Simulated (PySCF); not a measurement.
# Field gradients at the hydrogen positions

Species: C₅H₉B₂N.
Numbering: `[BH2:1][BH2-:2][n+:3]1[cH:4][cH:5][cH:6][cH:7][cH:8]1` (hydrogens: H9, H10 on B1; H11, H12 on B2; H13 on C4; H14 on C5; H15 on C6; H16 on C7; H17 on C8)

Structure used (PBE0-D3(BJ)/def2-SVP), in Å, numbered top down from 1:
```
atom  x, y, z in Å
B1     2.6433    0.9703    0.1858
B2     1.5805   -0.2139   -0.3691
N3     0.0608    0.1879   -0.1386
C4    -0.5811   -0.2000    0.9743
C5    -1.8794    0.1995    1.2535
C6    -2.5454    1.0233    0.3495
C7    -1.8752    1.4164   -0.8065
C8    -0.5768    0.9781   -1.0166
H9     2.3126    2.0490    0.6564
H10    3.8436    0.7917    0.1032
H11    1.7630   -1.2939    0.1852
H12    1.7491   -0.3219   -1.5839
H13   -0.0102   -0.8490    1.6401
H14   -2.3579   -0.1421    2.1727
H15   -3.5697    1.3505    0.5406
H16   -2.3504    2.0576   -1.5504
H17   -0.0027    1.2494   -1.9037
```

Level: PBE0/pcSseg-1 (PySCF, non-relativistic); Q(2H) = 0.00286 b; rigid geometry, the same for H and D, with no vibrational averaging.

Question: Rank these positions by the coupling χzz of a deuteron there, largest first.
A. H16 (aromatic hydrogen)
B. H17 (aromatic hydrogen)
C. H10 (B–H hydrogen)
D. H12 (B–H hydrogen)

Answer: A (204 kHz), B (198 kHz), C (133 kHz), D (128 kHz).

Tabulate Vzz, the asymmetry η and χzz = 234.96 MHz × Q × Vzz for every hydrogen position.

| atom | bonded to | bond length (Å) | Vzz (au) | η | χzz (kHz) |
| --- | --- | --- | --- | --- | --- |
| H9 | B1 | 1.222 | 0.1932 | 0.17 | 130 |
| H10 | B1 | 1.216 | 0.1980 | 0.17 | 133 |
| H11 | B2 | 1.228 | 0.1937 | 0.15 | 130 |
| H12 | B2 | 1.231 | 0.1909 | 0.14 | 128 |
| H13 | C4 | 1.091 | 0.2945 | 0.07 | 198 |
| H14 | C5 | 1.091 | 0.3030 | 0.07 | 204 |
| H15 | C6 | 1.092 | 0.3009 | 0.05 | 202 |
| H16 | C7 | 1.091 | 0.3030 | 0.07 | 204 |
| H17 | C8 | 1.091 | 0.2950 | 0.07 | 198 |

Average by the element that carries the hydrogen.

on B: 130 kHz over 4 positions, mean bond length 1.224 Å; on C: 201 kHz over 5 positions, mean bond length 1.091 Å.

Give the 2H NMR doublet splittings at H16 for a magnetic field along the z, y and x axes of the gradient: 3χ/2, 3χ(1 + η)/4, 3χ(1 − η)/4.

With |χ| = 203.6 kHz and η = 0.068: 305, 163 and 142 kHz, to first order and without motion.

One conformer (not necessarily the lowest) at the PBE0-D3(BJ)/def2-SVP geometry, without solvent, vibrations or thermal averaging. The basis is small and wasn't made for field gradients, so the couplings can be 20 % off.
